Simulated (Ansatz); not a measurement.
Reactions of C3H7BO (`BC=CCO`).

Gas-phase electronic energies from Ansatz, PBE0-D4/def2-TZVP geometries. CCSD(T)/CBS adds triple-zeta CCSD(T) − MP2 to the extrapolated MP2 energy (def2 sets, frozen cores). This one scheme is used for every species. Double bonds are as drawn, so ΔE can hold a change between cis and trans. Functionals use def2-TZVPP. B3LYP here is the variant with VWN-RPA as its local correlation; programs differ in this. For Ge, Zn outer-core shells are correlated without core-valence functions, which leaves a few kJ/mol of doubt a bond. Scalar relativity is left out up to krypton. One conformer a species, not always the lowest.

```
                                                       reaction  CCSD/CBS(def2) (kJ/mol)  HF/CBS(def2) (kJ/mol)  B3LYP-D4 (kJ/mol)  CCSD(T)/CBS(def2) (kJ/mol)
                     `B/C=C/CO` + SiH₄ → `B/C=C/[SiH3]` + CH₃OH                      -12                     -9                -10                         -12
            `B/C=C/CO` + `CCN[SiH3]` → `BN([SiH3])CC` + `C=CCO`                     -118                   -103               -117                        -121
          `B/C=C/CO` + `C[SiH](N)Cl` → `BN[SiH](C)Cl` + `C=CCO`                     -107                   -101               -107                        -108
         `B/C=C/CO` + `C[CH2][ZnH]` → `B[CH](C)[ZnH]` + `C=CCO`                      -31                    -12                -27                         -34
                    `B/C=C/CO` + silanol → `OCO[SiH3]` + `BC=C`                       36                     23                 31                          36
        `B/C=C/CO` + `CCN[SiH2]Cl` → `BN(CC)[SiH2]Cl` + `C=CCO`                     -109                    -96               -107                        -111
`B/C=C/CO` + `[CH3][GeH2][CH3]` → `B[CH2][GeH2][CH3]` + `C=CCO`                        3                     19                  8                           1
```

Largest T1 diagnostic: 0.014, for `B[CH](C)[ZnH]`.
